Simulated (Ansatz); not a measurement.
`[OH][Zr]([Cl])([Cl])[Cl]` + CH₄ → `[CH3][Zr]([Cl])([Cl])[Cl]` + H₂O  (formal exchange of groups at a Zr–O bond)

Computed with Ansatz on PBE0-D4/def2-TZVP structures; ΔE is electronic, products minus reactants. CBS: MP2 limit from def2 TZ/QZ plus the TZ coupled-cluster correction, frozen cores. This one scheme is used for every species. DFT in def2-TZVPP. HSE06 is defined as in plane-wave codes. Elements past krypton have def2 core potentials. For Zr outer-core shells are correlated without core-valence functions, which leaves a few kJ/mol of doubt a bond. Each species was taken in one conformer, which may not be the lowest.

| level | ΔE (kcal/mol) | difference from CCSD(T)/CBS |
| --- | --- | --- |
| PBE0-D4 | 42.8 | 0.3 |
| r2SCANh-D4 | 44.2 | 1.7 |
| HSE06-D4 | 42.7 | 0.2 |
| PBE-QIDH | 43.8 | 1.3 |
| HSE06 | 43.1 | 0.6 |
| BHLYP | 46.0 | 3.5 |
| RPA@PBE/def2-TZVPP | 42.6 | 0.1 |
| CCSD/def2-TZVPP | 43.5 | 1.0 |
| MP2/def2-QZVPP | 43.4 | 0.9 |
| MP2/CBS(def2) | 43.0 | 0.5 |
| CCSD(T)/CBS | 42.5 | 0 |

Largest T1 diagnostic among the species: 0.016.

At CCSD(T), def2-SVP lies +7.5 kcal/mol from the extrapolated value and def2-TZVPP +1.0 kcal/mol. Leaving LDA and LC-ωPBE aside and taking each functional with its dispersion term where it has one, the values, not all of them listed here, spread over 3.7 kcal/mol, from HSE06-D4 to CAM-B3LYP-D4.
